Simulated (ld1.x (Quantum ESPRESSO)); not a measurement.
# I (Z = 53): excitation energies, all-electron against TM

```json
{"Element": "I (Z = 53)", "Generator": "ld1.x (Quantum ESPRESSO) 7.5", "Type": "norm-conserving Troullier–Martins (Kleinman–Bylander form)", "Functional": "PBE", "Relativity": "scalar-relativistic", "Frozen core": "[Kr]", "Valence charge": "17", "Reference configuration": "4d10 5s2 5p5", "Partial waves": "5s (bound): rc 1.35 bohr; 5p (bound): rc 1.95 bohr; 4d (bound): rc 0.95 bohr", "Local potential": "the d channel", "Core correction": "none"}
```

Energies are relative to the spin-unpolarised reference configuration 4d10 5s2 5p5; without spin polarisation the order of configurations can differ from experiment. The frozen-core shift is the all-electron ΔE with the core orbitals held at their reference shape minus the fully relaxed ΔE.

```tsv
valence configuration	charge	ΔE all-electron (eV)	error AE − PS (meV)	frozen-core shift (meV)
4d10 5s2 5p4	+1	11.131	-1.8	+2.3
4d10 5s2 5p3	+2	30.977	-0.8	+7.1
4d10 5s2 5p2	+3	60.305	+7.5	+16
4d9 5s2 5p5	+1	58.247	-283	+181
4d9 5s2 5p6	0	45.862	-358	+169
```

Problem. What are ΔE and the potential's error for 4d10 5s2 5p4.5?

Solution. ΔE = 4.532 eV all-electron; the error (AE − PS) is -1.0 meV.

Problem. What are ΔE and the potential's error for 4d10 5s1 5p5?

Solution. ΔE = 22.111 eV all-electron; the error (AE − PS) is -5.2 meV.

Note: ghost states, extra bound levels that the all-electron valence spectrum of the same l lacks: s at -189.9 eV, p at -98.4 eV. A true bound ghost makes a file unfit for plane-wave use.
